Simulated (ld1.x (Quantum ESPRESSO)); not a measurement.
## Plane-wave convergence, ultrasoft potential for gadolinium

```json
{"Element": "Gd", "Generator": "ld1.x (Quantum ESPRESSO) 7.5", "Type": "ultrasoft", "Functional": "PBE", "Relativity": "scalar-relativistic", "Frozen core": "[Kr] 4d10", "Valence charge": "18", "Reference configuration": "4f7 5s2 5p6 5d2 6s1 6p0", "Partial waves": "5s (bound): rcut 1.70, rcutus 1.90 bohr; 6s (bound): rcut 1.70, rcutus 1.90 bohr; 5p (bound): rcut 2.05, rcutus 2.35 bohr; 6p (bound, empty): rcut 2.05, rcutus 2.35 bohr; 5d (bound): rcut 2.70, rcutus 3.40 bohr; 5d channel at 5.05 Ry: rcut 2.70, rcutus 3.40 bohr; 4f (bound): rcut 1.25, rcutus 1.50 bohr; 4f channel at 3.8 Ry: rcut 1.25, rcutus 1.50 bohr", "Local potential": "all-electron potential smoothed inside 2.50 bohr (lloc = -2)", "Core correction": "a·sin(br)/r model core inside 1.15 bohr", "Augmentation charge": "PSQ, radius 1.30 bohr"}
```

The pseudo-atom Hamiltonian at the reference potential is diagonalised in spherical Bessel functions j_l(qr) that vanish at 20 bohr, with q² up to the cutoff. All-electron valence levels (Ry): 5s -3.5499, 6s -0.2701, 5p -1.9058, 6p -0.0832, 5d -0.1285, 4f -0.5354.

Problem. How do the lowest levels (Ry) of each channel move with the cutoff, and are there ghosts?

Solution.

| cutoff (Ry) | s #1 | s #2 | s #3 | p #1 | p #2 | p #3 | d #1 | f #1 | f #2 | Σ f·Δε (mRy) |
| --- | --- | --- | --- | --- | --- | --- | --- | --- | --- | --- |
| 8 | -3.5009 | -0.2608 | -0.0010 | -1.8683 | -0.0711 | 0.0491 | -0.1280 | 0.0898 | 0.2038 | 4710.4 |
| 18 | -3.5497 | -0.2697 | -0.0025 | -1.9054 | -0.0817 | 0.0445 | -0.1285 | 0.0898 | 0.2037 | 4380.2 |
| 35 | -3.5499 | -0.2701 | -0.0025 | -1.9057 | -0.0832 | 0.0439 | -0.1285 | -0.3363 | 0.0899 | 1394.0 |
| 50 | -3.5499 | -0.2701 | -0.0025 | -1.9058 | -0.0832 | 0.0439 | -0.1285 | -0.5245 | 0.0899 | 76.5 |
| 80 | -3.5499 | -0.2701 | -0.0025 | -1.9058 | -0.0832 | 0.0439 | -0.1285 | -0.5348 | 0.0899 | 4.7 |
| 120 | -3.5499 | -0.2701 | -0.0025 | -1.9058 | -0.0832 | 0.0439 | -0.1285 | -0.5353 | 0.0899 | 0.6 |
| 400 | -3.5499 | -0.2701 | -0.0025 | -1.9058 | -0.0832 | 0.0439 | -0.1285 | -0.5354 | 0.0899 | 0.0 |

Result: no extra level below or beside the all-electron valence levels (s, p, d, f tested); 10 mRy is reached at 70 Ry and 1 mRy at 100 Ry.

Test run stopped at test 1 of 7 (negative rho).
